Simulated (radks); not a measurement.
Species: the niobium ion Nb+. Configuration: [Kr] 4d4.

Method: Dirac Kohn-Sham, PBEsol, spin-unpolarised, spherical densities, point nucleus; open shells fill j = l - 1/2 first; computed with a radial shooting solver on a logarithmic mesh with Libxc functionals.

Energy parts (eV):
total: -103886.695
kinetic: 107530.484
electron-nucleus: -250704.924
Hartree: 42460.893
exchange-correlation: -3173.147

Orbitals (lengths in bohr, moments of r in powers of bohr; <r^-3> diverges for s and p1/2):
| orbital | occ. | eigenvalue (eV) | <r^-3> | <r> | <r^4> | small-component weight |
|---|---|---|---|---|---|---|
| 1s1/2 | 2 | -18794.06 | - | 0.03611 | 7.999e-06 | 2.23e-02 |
| 2s1/2 | 2 | -2633.726 | - | 0.1578 | 0.001494 | 4.55e-03 |
| 2p1/2 | 2 | -2417.954 | - | 0.1346 | 0.0009964 | 4.56e-03 |
| 2p3/2 | 4 | -2322.268 | 2209 | 0.1391 | 0.001110 | 4.41e-03 |
| 3s1/2 | 2 | -444.3261 | - | 0.4434 | 0.07902 | 1.20e-03 |
| 3p1/2 | 2 | -363.1021 | - | 0.4388 | 0.08279 | 1.14e-03 |
| 3p3/2 | 4 | -347.5973 | 362.4 | 0.4494 | 0.09068 | 1.11e-03 |
| 3d3/2 | 4 | -204.0392 | 52.16 | 0.4311 | 0.09872 | 9.92e-04 |
| 3d5/2 | 6 | -201.1520 | 49.84 | 0.4346 | 0.1017 | 9.81e-04 |
| 4s1/2 | 2 | -64.5909 | - | 1.160 | 3.573 | 2.61e-04 |
| 4p1/2 | 2 | -42.2277 | - | 1.284 | 5.784 | 2.15e-04 |
| 4p3/2 | 4 | -40.1300 | 49.08 | 1.316 | 6.394 | 2.06e-04 |
| 4d3/2 | 4 | -9.3277 | 3.124 | 2.049 | 55.64 | 9.34e-05 |
| 4d5/2 | 0 | -9.1611 | 2.953 | 2.072 | 58.30 | 9.15e-05 |
| 5s1/2 | 0 | -9.3546 | - | 3.379 | 259.2 | 3.47e-05 |
| 5p1/2 | 0 | -5.7467 | - | 4.269 | 682.2 | 2.18e-05 |
| 5p3/2 | 0 | -5.5860 | 3.779 | 4.363 | 741.0 | 2.10e-05 |

The highest occupied level is 4d3/2 at -9.328 eV. The configuration is held as typed, so some empty levels lie below it. Summed over all electrons, <r^2> = 39.72 bohr^2, which gives a Langevin (diamagnetic) susceptibility term of -31.5 x 10^-6 cm^3/mol.
